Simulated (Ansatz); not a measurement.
Saddle point of SnH$_{6}$F$_{2}$, closed shell (SnH₄ + HF + HF → SnH₃F ([F][SnH3]) + HF + H₂; bonds formed: Sn1–F7, H2–H8, H6–F9; bonds broken: Sn1–H2, H6–F7, H8–F9), PBE0-D4/def2-TZVP structure:

| atom | x (Å) | y (Å) | z (Å) |
| --- | --- | --- | --- |
| Sn1 | -0.4205 | 0.1533 | -1.0677 |
| H2 | 0.5768 | -1.1274 | 0.0493 |
| H3 | -0.1291 | -1.1506 | -2.1605 |
| H4 | -2.0853 | 0.2258 | -0.7684 |
| H5 | 0.4599 | 1.4951 | -1.6071 |
| H6 | 0.2938 | 0.4934 | 1.6577 |
| F7 | -0.2702 | 1.1669 | 0.9076 |
| H8 | 0.7257 | -0.8877 | 0.8972 |
| F9 | 0.8491 | -0.3686 | 2.0919 |

Energies are electronic, without zero-point energy. Barriers and step energies count from the start structure reached by relaxing down the imaginary mode; all methods use the PBE0-D4 structures, on which another method's saddle can fall below an end. Program: Ansatz 0.2.0. Basis: def2-TZVPP, with def2-QZVPP for the basis limit. Cores are frozen in the correlated methods. Filled d shells of the heavier atoms are correlated. Core potentials replace the inner electrons of the atoms past krypton. The def2 sets are not built for correlating such inner shells, so the correlated values are less sure here. B3LYP uses VWN-RPA correlation. Extrapolation: Hartree–Fock as exp(−7.88 √X), correlation as X^−2.97.

```
      method  barrier (kcal/mol)  step energy (kcal/mol)
       SPW92                   ?                   -1.46
      PBE-D4               18.40                   -6.99
     BLYP-D4               19.58                  -10.03
   r2SCAN-D4               19.73                   -8.74
      B97M-V               24.80                   -7.58
     PBE0-D4               24.13                   -6.17
    B3LYP-D4               23.82                   -8.96
  r2SCAN0-D4               24.62                   -7.40
    BHLYP-D4               29.33                   -8.64
CAM-B3LYP-D4                   ?                   -8.71
     wB97X-V               26.02                   -8.97
     wB97M-V               26.32                   -8.02
      B2PLYP               26.33                   -9.17
    PBE-QIDH               28.11                   -6.65
  RPA on PBE                   ?                   -7.86
          HF               42.08                  -10.53
         MP2               29.11                   -7.74
        CCSD               32.68                   -6.83
     CCSD(T)               30.14                   -6.87
```

Fill in the withheld barriers. (To be estimated.)

The calculation gives: CAM-B3LYP-D4 24.38; SPW92 11.39; RPA on PBE 29.02 kcal/mol. Each is the energy of the saddle less that of the start structure, by the same method.

For comparison, the barrier by CCSD(T) at an estimated basis limit (MP2 extrapolated from triple and quadruple zeta, plus CCSD(T) − MP2 in triple zeta) is 27.75 kcal/mol.

T1 diagnostic: at most 0.014. The end structure is not quite a true minimum (one mode of 27i cm⁻¹).

Labels in which every atom is bracketed show which atoms are joined, not bond orders.

For scale, one of the runs: CCSD(T)/def2-TZVPP, 196 basis functions (an equivalent command: `ansatz run in.yaml --threads 4`). Time: 76 s of wall clock on 4 CPU threads; the host was shared. Peak host memory: 2.7 GiB.
